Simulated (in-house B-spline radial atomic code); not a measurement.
Excitations of the germanium ion Ge²⁺ by several methods

Full response, energies in eV; labels give the largest channel, * marks a mixed state, a dash one above the method's threshold, and an imaginary frequency an unstable closed-shell reference. Computed with an all-electron radial atomic-structure program (B-spline basis): linear response of the closed shell [Ar] 3d10 4s2 with each method's own kernel (bare exchange for TDHF, static screening on G0W0 levels for BSE, the adiabatic kernel for functionals); scalar-relativistic (spin-free one-electron X2C), finite nucleus, no spin-orbit coupling, no double excitations, S, P, D and F terms only; shells from n = 2 respond. Only terms of natural parity with L up to 3 were computed.

```
           method  4s → 4p 3P  4s → 4p 1P  4s → 5s 3S  α (bohr³)
             TDHF       5.911      10.679      18.264      12.01
   BSE on G0W0@HF       7.449      11.511      19.699      10.53
         LDA VWN5       8.373      11.810      19.769      9.864
              PBE       7.997      11.625      19.172       10.2
             PBE0       7.594      11.356      19.150      10.66
  B3LYP (VWN-RPA)       7.925      11.600      19.323      10.23
        CAM-B3LYP       7.815      11.526      19.289      10.32
          LC-wPBE       7.345      11.220      19.320      10.79
            HSE06       7.707      11.423      19.324      10.53
        BHandHLYP       7.451      11.312      19.134      10.74
             BLYP       8.165      11.798      19.258      9.903
           PBEsol       7.927      11.606      19.313      10.22
             BP86       7.967      11.651      19.600      10.15
LDA exchange-only       7.625      11.712      18.686      10.03
            B97-1           ?           ?           ?          ?
             RPBE           ?           ?           ?          ?
             OLYP       7.349      11.362      18.554       10.7
```

(1) What does B97-1 give?

(2) What does RPBE give?

Answers

(1) 4s → 4p 3P: 8.198; 4s → 4p 1P: 11.438; 4s → 5s 3S: 19.179; α: 10.52 (eV, bohr³).

(2) 4s → 4p 3P: 7.759; 4s → 4p 1P: 11.480; 4s → 5s 3S: 18.901; α: 10.47 (eV, bohr³).
